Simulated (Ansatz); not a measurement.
Reaction (ligand exchange at the Si–C bond): `O[SiH2]/C=C/[SiH3]` + `FC1NCO1` → `FC1OCN1[SiH3]` + `C=C[SiH2]O`

Program: Ansatz. Geometries: PBE0-D4/def2-TZVP. ΔE: electronic, gas phase. CCSD(T)/CBS is the MP2 limit (def2-TZVPP, def2-QZVPP) plus CCSD(T) − MP2 in def2-TZVPP, frozen cores. Functionals use def2-TZVPP. One conformer a species, not always the lowest.

```tsv
species	PBE energy (Eh)
`O[SiH2]/C=C/[SiH3]`	-734.83261
`FC1NCO1`	-308.19166
`FC1OCN1[SiH3]`	-598.75340
`C=C[SiH2]O`	-444.28591
```

(1) Work out ΔE.

Largest T1 diagnostic among the species: 0.012.

## Answers

(1) ΔE = (-598.75340) + (-444.28591) − (-734.83261) − (-308.19166) = -0.01504 Eh = -39.5 kJ/mol. CCSD(T)/CBS gives -49.3 kJ/mol.

In def2-TZVPP, CCSD(T) changes the Hartree–Fock value by +7.8 kJ/mol (the triples alone add +1.3 kJ/mol) and MP2 by +5.2 kJ/mol.
